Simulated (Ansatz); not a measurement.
Ansatz (an electronic-structure program) input (HF/def2-TZVP):

Ansatz 0.2 input:
```yaml
crystal:
  periodic: [false, false, false]
  atoms:
    - {symbol: Ga, position_ang: [-0.00000000, -0.00000000, -0.40510264]}
    - {symbol: F, position_ang: [0.00000000, 0.00000000, 1.39535353]}
basis:
  gaussian:
    orbitals: def2-TZVP
hamiltonian:
  xc: {name: HF}
output: {forces: true}
magnetization: {spin_polarized: false}
```

Output:

```
Functional definition: HF
integrals: 0.02 GiB planned
679 factors; their error is unknown
mean field: 0.13 GiB planned
mean field evaluation 1: about -55039.9213 eV, gradient 3.4e1 eV
mean field evaluation 2: about -55040.9277 eV, gradient 3.0e1 eV
mean field evaluation 4: about -55042.0561 eV, gradient 6.9e-1 eV
mean field evaluation 8: about -55042.9075 eV, gradient 4.7e-1 eV
mean field -55042.90767597 eV, -2022.7895476690 hartree, gradient 2.3e-5 eV, S^2 0.000000; 0 other end points of the search recorded, 0 dependent functions left out
the calculation of the forces begins
reference -55042.90767597 eV, -2022.7895476690 hartree; 20, 20 occupied and 59, 59 virtual orbitals, 679 factors
Total energy: -55042.90767597 eV, -2022.7895476690 hartree
Atom 0 at    -0.000000    -0.000000    -0.405103 Å, force    -0.000000    -0.000000     0.724498 eV/Å
Atom 1 at     0.000000     0.000000     1.395354 Å, force     0.000000     0.000000    -0.724498 eV/Å
Dipole moment:     0.000000    -0.000000    -0.498396 e Å
```
